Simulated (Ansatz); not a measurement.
Basis-set extrapolation for `[SiH3][O][Al]([SH])[Cl]` (PBE0-D4/def2-TZVP geometry, frozen core, Ansatz). Multiplicity 1, RHF reference.

|  | def2-TZVPP | def2-QZVPP |
| --- | --- | --- |
| HF | -1465.395055 | -1465.439507 |
| MP2 correlation | -0.790533 | -0.860924 |
| CCSD(T) correlation | -0.880366 | not run |

Energies in hartree. Use E(X) = E(∞) + A·exp(−7.88·√X) for Hartree–Fock and E(X) = E(∞) + B·X^(−2.97) for correlation, with X = 3 and 4, and add CCSD(T) minus MP2 of the smaller set to the MP2 limit.

**Question.** What is the CCSD(T) energy at the basis-set limit?

**Answer.** HF limit: -1465.439507 + (-0.044452) × 0.13774 = -1465.44563. MP2 limit: -0.860924 + (-0.070391) × 0.74074 = -0.91307. Higher-order term: -0.880366 − (-0.790533) = -0.08983. Total: -1466.44853 hartree, 108.6 kcal/mol below CCSD(T)/def2-TZVPP.
